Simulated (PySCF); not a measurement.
5-ethynylpyrimidine (C6H4N2), SMILES C#Cc1cncnc1. Geometry: PBE-D3(BJ)/def2-SVP.

All values below come from PBE-D3(BJ)/def2-SVP (PySCF).

Harmonic wavenumbers (cm⁻¹): 134, 147, 297, 389, 491, 510, 547, 617, 636, 659, 723, 798, 900, 945, 968, 1019, 1120, 1188, 1227, 1267, 1314, 1410, 1420, 1532, 1585, 2153, 3087, 3088, 3094, 3405. Rotational constants (GHz): 5.984, 1.551, 1.232; symmetry number 2.

### Question
Work out the zero-point energy and the ideal-gas rigid-rotor harmonic-oscillator thermochemistry at 298.15 K and 1 atm.

### Answer
ZPE = ½ Σ hcν = ½ × 36669 cm⁻¹ = 52.42 kcal/mol. H − E(el) = 57.04 kcal/mol. Entropy in cal/(mol K): translation 39.84, rotation 26.36, vibration 12.25, total 78.44. G − E(el) = 33.65 kcal/mol. Cp = 25.90 cal/(mol K). Modes under 150 cm⁻¹ make the vibrational entropy uncertain.
